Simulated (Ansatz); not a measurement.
Reaction (homolysis of the Si–Sn bond): `O[SiH2][SiH2][SnH3]` → `O[SiH2][SiH2]`• + `[SnH3]`•

Program: Ansatz. Geometries: PBE0-D4/def2-TZVP. ΔE: electronic, gas phase. CCSD(T)/CBS adds triple-zeta CCSD(T) − MP2 to the extrapolated MP2 energy (def2 sets, frozen cores). DFT in def2-TZVPP. No spin–orbit coupling; open shells (•) take unrestricted orbitals. Elements past krypton have def2 core potentials. For Sn outer-core shells are correlated without core-valence functions, which leaves a few kJ/mol of doubt a bond. One conformer a species, not always the lowest.

CCSD(T)/CBS gives +71.1 kcal/mol.

Question: Another level gave +66.9 kcal/mol. Which?
A. CAM-B3LYP/def2-TZVPP
B. CCSD(T)/def2-TZVPP
C. B2PLYP/def2-TZVPP
D. BLYP/def2-TZVPP

Answer: B. CCSD(T)/def2-TZVPP 66.9, CAM-B3LYP 63.0, B2PLYP 64.2, BLYP 58.6 kcal/mol.

Largest T1 diagnostic among the species: 0.015.

The D4 term adds +3.8 kcal/mol with B3LYP and +2.1 kcal/mol with PBE0; it sums over pairs of atoms, weighted by their polarisabilities, and B3LYP, whose exchange is more repulsive, gets the larger term. Leaving LDA and LC-ωPBE aside and taking each functional with its dispersion term where it has one, the values, not all of them listed here, spread over 6.8 kcal/mol, from BLYP-D4 to ωB97X-V. LDA lies +11.6 kcal/mol from PBE without D4, its usual overbinding.

B3LYP here is the variant with VWN-RPA as its local correlation; programs differ in this.
